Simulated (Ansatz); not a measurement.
`FC(I)[SiH2]Cl` + `BNC` → `BN(C)[SiH2]Cl` + `FCI` at 700 K and 1 bar (ligand exchange at the Si–C bond).

Computed with Ansatz on PBE0-D4/def2-TZVP structures; ΔE is electronic, products minus reactants. CCSD(T)/CBS adds triple-zeta CCSD(T) − MP2 to the extrapolated MP2 energy (def2 sets, frozen cores). Elements past krypton have def2 core potentials. For I outer-core shells are correlated without core-valence functions, which leaves a few kJ/mol of doubt a bond. Each species was taken in one conformer, which may not be the lowest.

| species | CCSD(T)/CBS energy (Eh) | H − E (kJ/mol) | S (J/(mol·K)) |
| --- | --- | --- | --- |
| `FC(I)[SiH2]Cl` | -1185.97963 | 172.0 | 473.7 |
| `BNC` | -121.18426 | 253.9 | 346.7 |
| `BN(C)[SiH2]Cl` | -870.71740 | 309.1 | 480.7 |
| `FCI` | -436.46970 | 116.4 | 337.5 |

H − E and S are ideal-gas, rigid-rotor, harmonic terms from PBE0-D4/def2-TZVP, for one conformer and one mirror image of each species. 1 Eh = 2625.50 kJ/mol, R = 8.31446 J/(mol·K).

By hand: ΔE, ΔH, ΔS and ΔG.

ΔE = (-870.71740) + (-436.46970) − (-1185.97963) − (-121.18426) = -0.02321 Eh = -60.9 kJ/mol. Δ(H − E) = 309.1 + 116.4 − 172.0 − 253.9 = -0.4, so ΔH = -61.3 kJ/mol. ΔS = 480.7 + 337.5 − 473.7 − 346.7 = -2.2 J/(mol·K). ΔG = -61.3 − 700 × (-2.2)/1000 = -59.8 kJ/mol.

By hand: the equilibrium constant, and the temperature at which ΔG would vanish if ΔH and ΔS stayed fixed.

log₁₀ K = −ΔG/(RT ln 10) = 4.5. ΔG = 0 at ΔH/ΔS = 27864 K, far beyond where these terms or the molecules hold.

The number of gas molecules stays the same, so ΔS is small and ΔH decides. A doubt of 5 kJ/mol in ΔE shifts log₁₀ K by 0.4 here. Other conformers and mirror images would add mixing entropy, several J/(mol·K) or more a flexible species. Modes under 60 cm⁻¹, often nearly free rotors, make the harmonic entropy too high. These are equilibria of isolated gas molecules and say nothing of rates. Largest T1 diagnostic: 0.012 (customary marks: 0.02 for closed shells, 0.045 for open ones).
